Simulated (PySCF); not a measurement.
Cartesian coordinates in Å; atom numbers follow the order of the lines, from 1:
```xyz
21

C     2.4714   -0.4652   -1.0562
C     1.2569   -0.0326   -0.6805
C     0.5765   -0.4133    0.6136
B     0.2416   -1.8193   -0.0041
C    -1.2610   -1.7614   -0.4811
C    -1.7116   -0.3223   -0.2480
F    -1.5684    0.3954   -1.4320
C    -0.7855    0.2638    0.8291
C    -0.7853    1.7828    0.8823
H     3.0893   -1.0864   -0.4002
H     2.8926   -0.1896   -2.0262
H     0.6674    0.5523   -1.3926
H     1.2648   -0.3540    1.4674
H     0.9714   -2.7796   -0.0056
H    -1.5233   -2.1257   -1.4856
H    -1.7869   -2.4316    0.2287
H    -2.7747   -0.2260    0.0320
H    -1.1755   -0.1181    1.7900
H    -0.1350    2.1446    1.6929
H    -0.4241    2.2153   -0.0618
H    -1.7978    2.1780    1.0599
```

Geometry: PBE0-D3(BJ)/def2-SVP; GIAO shifts from PySCF 2.14.0 with density-fitted response routines, gas phase, non-relativistic, averaged over equivalent atoms.

At PBE0/pcSseg-1 (213 basis functions, 94 s wall time on 1 thread of an Arm Neoverse N1, shared host):
```json
{"atoms": "C1", "δ (ppm)": "139.9"}
{"atoms": "C2", "δ (ppm)": "131.1"}
{"atoms": "C6", "δ (ppm)": "99.5"}
{"atoms": "C3", "δ (ppm)": "51.1"}
{"atoms": "C8", "δ (ppm)": "44.6"}
{"atoms": "C5", "δ (ppm)": "35.0"}
{"atoms": "C9", "δ (ppm)": "13.8"}
{"atoms": "B4", "δ (ppm)": "55.9"}
{"atoms": "F7", "δ (ppm)": "-207.3"}
{"atoms": "H11", "δ (ppm)": "6.06"}
{"atoms": "H14", "δ (ppm)": "5.84"}
{"atoms": "H12", "δ (ppm)": "5.63"}
{"atoms": "H10", "δ (ppm)": "5.53"}
{"atoms": "H17", "δ (ppm)": "4.88"}
{"atoms": "H13", "δ (ppm)": "2.80"}
{"atoms": "H15", "δ (ppm)": "2.01"}
{"atoms": "H18", "δ (ppm)": "1.70"}
{"atoms": "H19/H20/H21", "δ (ppm)": "1.33"}
{"atoms": "H16", "δ (ppm)": "0.83"}
```

δ = σ(ref) − σ, references computed at the same level: $^{13}$C (184.41 ppm) and $^{1}$H (31.27 ppm) vs TMS; $^{11}$B (100.73 ppm) vs BF3·OEt2; $^{19}$F (177.25 ppm) vs CFCl3.

What do these become at wB97X-D/pcSseg-1?

Results:


| atoms | δ at wB97X-D/pcSseg-1 | change |
| --- | --- | --- |
| C1 | 139.6 | -0.3 |
| C2 | 132.8 | +1.7 |
| C6 | 99.4 | -0.1 |
| C3 | 49.1 | -2.0 |
| C8 | 44.1 | -0.5 |
| C5 | 33.6 | -1.4 |
| C9 | 14.0 | +0.2 |
| B4 | 54.9 | -1.0 |
| F7 | -202.0 | +5.3 |
| H11 | 6.02 | -0.04 |
| H14 | 5.74 | -0.10 |
| H12 | 5.64 | +0.01 |
| H10 | 5.50 | -0.03 |
| H17 | 4.84 | -0.04 |
| H13 | 2.69 | -0.11 |
| H15 | 1.95 | -0.06 |
| H18 | 1.61 | -0.09 |
| H19/H20/H21 | 1.32 | -0.01 |
| H16 | 0.75 | -0.08 |

References, each an isolated molecule treated in the same way: $^{13}$C (σref 184.54) and $^{1}$H (σref 31.38) against TMS; $^{11}$B (σref 101.61) vs BF3·OEt2; $^{19}$F (σref 187.16) against CFCl3.

The largest change is at F7 (fluorine on an sp3 carbon). Cost: 213 basis functions, 95 s wall time on 1 thread of an Arm Neoverse N1, shared host. The order of the carbon signals is the same at both levels.

A carbon bonded to boron is broadened by the quadrupolar boron nucleus and is often missing from a measured spectrum. Unscaled 19F shifts against computed CFCl3 carry errors that often reach 10 to 50 ppm.
